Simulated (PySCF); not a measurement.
BeF, multiplicity 2. Atoms are numbered in the order given.

```xyz
2

Be     0.0000     0.0000    -0.9562
F      0.0000     0.0000     0.4250
```
Charge 0, spin multiplicity 2.

The structure is a stationary point at PBE-D3(BJ)/def2-TZVPD. The spin state was assumed, not searched.

Level of theory: PBE-D3(BJ)/def2-TZVPD run with PySCF.

Frequencies are harmonic and unscaled.

```json
[
 {"mode": "1", "ν (cm⁻¹)": "1195", "IR (km/mol)": "110.2", "moving atoms (share of kinetic energy)": "Be 68 %, F 32 %"}
]
```
